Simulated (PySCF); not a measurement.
`C(C)[P@@](=O)(O)C1CC1`, C5H11O2P

Cartesian coordinates in Å; atom numbers follow the order of the lines, from 1:
```xyz
19

C     2.382    0.873   -0.311
C     1.641    0.042    0.722
P     0.307   -0.926   -0.095
O     0.766   -1.859   -1.132
O    -0.382   -1.715    1.137
C    -0.965    0.265   -0.620
C    -2.395   -0.185   -0.613
C    -1.921    0.803    0.399
H     2.701    0.232   -1.130
H     1.737    1.650   -0.715
H     3.259    1.346    0.127
H     1.217    0.661    1.512
H     2.310   -0.693    1.177
H    -0.335   -2.650    0.928
H    -0.643    0.909   -1.427
H    -3.036    0.155   -1.413
H    -2.610   -1.190   -0.280
H    -2.237    1.832    0.310
H    -1.806    0.460    1.416
```

Computed, not measured: PySCF, GIAO BHandHLYP/pcSseg-1 magnetisability, rotational g tensor and spin-rotation constants, non-relativistic, gas phase. Geometry: GFN2-xTB.

(1) How diamagnetic is it, and how anisotropic?

(2) Split it along the inertial axes a, b, c into diamagnetic and paramagnetic parts about the centre of mass, with the quadrupole moment.

(3) And the rotational g tensor?

## Answers

(1) Isotropic -1567 × 10⁻³⁰ J/T², or -94.3 × 10⁻⁶ cm³/mol; principal values -1681, -1521, -1498 × 10⁻³⁰ J/T², anisotropy 172 × 10⁻³⁰ J/T² (root of half the summed squared differences of the principal values). The susceptibility is in cgs units.

(2) 
| axis | χ (10⁻⁶ cm³/mol) | diamagnetic (10⁻⁶ cm³/mol) | paramagnetic (10⁻⁶ cm³/mol) | summed x² of all electrons (Å²) | quadrupole Θ (D Å) |
| --- | --- | --- | --- | --- | --- |
| a | -91.3 | -621.2 | 529.9 | 183.5 | +3.03 |
| b | -96.6 | -1011.5 | 914.9 | 91.5 | +3.77 |
| c | -95.2 | -1166.5 | 1071.3 | 54.9 | -6.80 |

Anisotropies 2χaa − χbb − χcc = +9.2 and 2χbb − χaa − χcc = -6.7 × 10⁻⁶ cm³/mol. Θ is traceless in Buckingham's convention.

(3) 
| axis | rotational constant (GHz) | g | nuclear part | electronic part |
| --- | --- | --- | --- | --- |
| a | 2.4163 | -0.0118 | 0.5897 | -0.6015 |
| b | 1.3859 | -0.0036 | 0.5921 | -0.5957 |
| c | 1.1763 | -0.0004 | 0.5916 | -0.5920 |

Asymmetric top; isotopes 12C, 1H, 16O, 31P; no vibrational averaging.
